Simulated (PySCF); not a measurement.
Computed with CAM-B3LYP-D3(BJ)/def2-TZVP (PySCF). All species are isolated molecules in the gas phase. One relaxed conformer stands for a flexible species; it need not be the lowest. Excitations are Tamm–Dancoff values on a coarser integration grid. The basis has no diffuse functions, so Rydberg states are missing or too high.

Reference species (SMILES): `SB(S)S` (neutral, multiplicity 1).

```json
{
  "brightest of the four lowest singlets (TDA)": "6.21 eV",
  "S1 excitation (TDA)": "5.71 eV",
  "T1 excitation (TDA)": "5.07 eV",
  "HOMO": "-8.82 eV"
}
```

Changed species: `BS` (H–B–S–H torsion 0°) (2 of 3 SH replaced by H; the reference has 0 of 3 SH replaced by H).

Problem. Predict the effect on the brightest of the four lowest singlets (TDA), S1 excitation (TDA), T1 excitation (TDA) and HOMO.

Solution. the brightest of the four lowest singlets (TDA) goes up by 0.46 eV, to 6.67 eV; the S1 excitation (TDA) increases by 0.57 eV, to 6.28 eV; the T1 excitation (TDA) falls by 0.25 eV, to 4.82 eV; the HOMO falls by 0.95 eV, to -9.77 eV.
